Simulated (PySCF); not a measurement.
A structure optimised at ωB97X-D3(BJ)/def2-TZVP, used in a PySCF frequency run:

```
C
H 1 1.0915
H 1 1.0915 2 110.55
H 1 1.0915 2 110.55 3 122.74
Ga 1 1.9064 2 108.37 3 -118.63
Cl 5 2.0321 2 155.28 1 180.00
```
Charge +1, spin multiplicity 1.

Write its SMILES, formula and point group.

[CH3][Ga+][Cl], CH3ClGa, C3v

What are its rotational constants (standard atomic weights)?

155.76, 2.6312, 2.6312 GHz
